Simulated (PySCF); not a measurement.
C2H8BN (SMILES BN(C)C), singlet, geometry from GFN2-xTB; PBE/6-31G*, TDA in PySCF.

PySCF was given this input:
```python
from pyscf import gto, scf, dft, tdscf

mol = gto.Mole()
mol.atom = '''
    B     0.23009661   -1.15901279   -0.98530633
    H    -0.46390492   -1.25965689   -1.92417169
    H     1.09557682   -1.92211890   -0.78073706
    N     0.02410800   -0.12143369   -0.10323388
    C     0.81351176    0.10431123    1.08568386
    C    -1.00859470    0.87833523   -0.25031104
    H     1.29552777    1.08718994    1.04720049
    H     0.18118947    0.07330953    1.97959569
    H     1.58091833   -0.65963152    1.17213212
    H    -1.68314641    0.86527244    0.61263757
    H    -0.56880812    1.87915284   -0.31975764
    H    -1.58609438    0.68570363   -1.14996756
'''
mol.basis = '6-31g*'
mol.verbose = 4
mol.build()

mf = dft.RKS(mol)
mf.xc = 'pbe'
mf.kernel()
td = mf.TDA()
td.nstates = 5
td.kernel()
td.analyze()
```

The log (banner, timings and long lists left out):

```
PySCF version 2.14.0

[INPUT] verbose = 4
[INPUT] num. atoms = 12
[INPUT] num. electrons = 32
[INPUT] charge = 0
[INPUT] spin (= nelec alpha-beta = 2S) = 0
[INPUT] symmetry False subgroup None
[INPUT] Mole.unit = angstrom
[INPUT] Symbol           X                Y                Z      unit          X                Y                Z       unit  Magmom
[...]
nuclear repulsion = 122.343819729753
number of shells = 40
number of NR pGTOs = 140
number of NR cGTOs = 72
basis = 6-31g*
ecp = {}

******** <class 'pyscf.dft.rks.RKS'> ********
method = RKS
initial guess = minao
damping factor = 0
level_shift factor = 0
DIIS = <class 'pyscf.scf.diis.CDIIS'>
diis_start_cycle = 1
diis_space = 8
diis_damp = 0
SCF conv_tol = 1e-09
SCF conv_tol_grad = None
SCF max_cycles = 50
direct_scf = True
direct_scf_tol = 1e-13
XC library pyscf.dft.libxc version 7.1.2
    S. Lehtola, C. Steigemann, M. J. T. Oliveira, and M. A. L. Marques,  SoftwareX 7, 1–5 (2018)
XC functionals = pbe
    J. P. Perdew, K. Burke, and M. Ernzerhof,  Phys. Rev. Lett. 77, 3865 (1996)
    J. P. Perdew, K. Burke, and M. Ernzerhof,  Phys. Rev. Lett. 78, 1396 (1997)
    J. P. Perdew, K. Burke, and M. Ernzerhof,  Phys. Rev. Lett. 77, 3865 (1996)
    J. P. Perdew, K. Burke, and M. Ernzerhof,  Phys. Rev. Lett. 78, 1396 (1997)
radial grids:
    Treutler-Ahlrichs [JCP 102, 346 (1995); DOI:10.1063/1.469408] (M4) radial grids

becke partition: Becke, JCP 88, 2547 (1988); DOI:10.1063/1.454033
pruning grids: <function nwchem_prune>
grids dens level: 3
symmetrized grids: False
atomic radii adjust function: <function treutler_atomic_radii_adjust>
small_rho_cutoff = 0
Set gradient conv threshold to 3.16228e-05
Initial guess from minao.
tot grids = 134648
init E= -160.471227034204
[...]
cycle= 1 E= -160.353327849542  delta_E= 0.118  |g|= 0.408  |ddm|= 2.92
[...]
cycle= 2 E= -160.333024309359  delta_E= 0.0203  |g|= 0.497  |ddm|= 1.14
[...]
cycle= 3 E= -160.40377506632  delta_E= -0.0708  |g|= 0.103  |ddm|= 0.682
[...]
cycle= 4 E= -160.406140169602  delta_E= -0.00237  |g|= 0.0397  |ddm|= 0.116
[...]
cycle= 5 E= -160.40650107438  delta_E= -0.000361  |g|= 0.00609  |ddm|= 0.0297
[...]
cycle= 6 E= -160.406508781613  delta_E= -7.71e-06  |g|= 0.00218  |ddm|= 0.00693
[...]
cycle= 7 E= -160.406510101482  delta_E= -1.32e-06  |g|= 0.000112  |ddm|= 0.00245
[...]
cycle= 8 E= -160.40651010465  delta_E= -3.17e-09  |g|= 1.95e-05  |ddm|= 0.000125
[...]
cycle= 9 E= -160.406510104778  delta_E= -1.29e-10  |g|= 3.69e-06  |ddm|= 2.96e-05
[...]
Extra cycle  E= -160.406510104776  delta_E= 2.1e-12  |g|= 4.71e-06  |ddm|= 9.55e-06
converged SCF energy = -160.406510104776

******** <class 'pyscf.tdscf.rks.TDA'> for <class 'pyscf.dft.rks.RKS'> ********
nstates = 5 singlet
deg_eia_thresh = 1.000e-03
wfnsym = None
conv_tol = 1e-05
eigh lindep = 1e-12
eigh level_shift = 0
eigh max_cycle = 100

Excitation energies (eV)
[7.27094781 7.46380634 7.82867575 8.76157993 8.92618624]

** Singlet excitation energies and oscillator strengths **
Excited State   1:      7.27095 eV    170.52 nm  f=0.0000
      15 -> 17       -0.70655
Excited State   2:      7.46381 eV    166.11 nm  f=0.3981
      10 -> 17        0.10141
      16 -> 17       -0.67762
Excited State   3:      7.82868 eV    158.37 nm  f=0.0303
      16 -> 18        0.70524
Excited State   4:      8.76158 eV    141.51 nm  f=0.0049
      11 -> 17       -0.12007
      14 -> 17        0.67952
      16 -> 19        0.14318
Excited State   5:      8.92619 eV    138.90 nm  f=0.0000
      13 -> 17       -0.70425

** Transition electric dipole moments (AU) **
state          X           Y           Z        Dip. S.      Osc.
  1         0.0000      0.0000      0.0000      0.0000      0.0000
  2        -0.2206      1.1115      0.9449      2.1768      0.3981
  3         0.2499      0.2274     -0.2091      0.1579      0.0303
  4         0.0952      0.0866     -0.0797      0.0229      0.0049
  5        -0.0001     -0.0001      0.0001      0.0000      0.0000

** Transition velocity dipole moments (imaginary part, AU) **
state          X           Y           Z        Dip. S.      Osc.
  1        -0.0000      0.0000      0.0000      0.0000      0.0000
  2        -0.0277      0.1395      0.1186      0.0343      0.0833
  3         0.0393      0.0358     -0.0329      0.0039      0.0091
  4         0.0293      0.0266     -0.0245      0.0022      0.0045
  5        -0.0000     -0.0000      0.0000      0.0000      0.0000

** Transition magnetic dipole moments (imaginary part, AU) **
state          X           Y           Z
  1        -0.1810      0.9119      0.7753
  2         0.0001      0.0001     -0.0001
  3         0.5176     -0.2199      0.3796
  4        -0.8917      0.3788     -0.6537
  5        -0.0543      0.2723      0.2313
```
